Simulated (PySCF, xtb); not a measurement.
B(Cl)(OH)(SiH3) (BClH₄OSi), SMILES OB([SiH3])Cl.

GFN2-xTB in xtb at its own geometry gives an orbital gap of 3.89 eV and a dipole moment of 2.15 D.

Coordinates come from a B3LYP-D3(BJ)/def2-SVP optimisation. One conformer was computed; it need not be the lowest.

### Question
What does B3LYP/def2-TZVP run with PySCF give? (Estimate from the structure and the level; the computed values follow.)

### Answer
gap 6.93 eV (levels -8.24 and -1.30 eV), dipole 1.37 D.
